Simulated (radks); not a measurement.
Values are calculated unless marked as measured or tabulated.
Task: Successive ionisation energies (eV) of one element, from differences of total energies of ions in their ground configurations, starting at charge 22: 991.48, 1037.7, 2542.2, 2679.5, 2819.1, 2960.7, 3154.8, 3302.5, 3515.0, 3633.6, 15433.8, 15923.6. Level of theory: Dirac Kohn-Sham, PBE, spin-unpolarised, spherical densities, finite nucleus; open shells fill j = l - 1/2 first; Fermi nuclear charge, rms radius 4.14 fm (a radial shooting solver on a logarithmic mesh with Libxc functionals). Which element is it?

Result: Selenium (Z = 34). The first species listed is Se22+ in [Ne] 3s2, the last Se33+ in 1s1.
